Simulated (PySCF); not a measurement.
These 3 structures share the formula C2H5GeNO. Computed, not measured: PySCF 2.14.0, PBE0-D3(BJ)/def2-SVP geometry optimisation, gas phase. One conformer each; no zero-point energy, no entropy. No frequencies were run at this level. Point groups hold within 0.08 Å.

Question: Rank from lowest to highest electronic energy at this level (kcal/mol).
A. `[N:1]#[C:2][CH2:3][O:4][GeH3:5]` with C2–C3–O4–Ge5 180°
B. GeH2Me(NCO) (`[H][Ge]([H])([CH3])[N]=C=O`)
C. `[CH3:1][O:2][GeH2:3][C:4]#[N:5]` with C1–O2–Ge3–C4 58°

Answer: B (0.0), C (35.7), A (43.2).

```tsv
SMILES	E (Eh)	E rel (kcal/mol)	dipole (D)	point group	A, B, C (MHz)
[H][Ge]([H])([CH3])[N]=C=O	-2285.32207	0.0	3.51	near Cs	9315, 1488, 1315
C[O][GeH2][C]#N	-2285.26516	35.7	3.04	C1	4734, 2492, 1736
N#CC[O][GeH3]	-2285.25326	43.2	4.94	Cs	24638, 1091, 1066
```
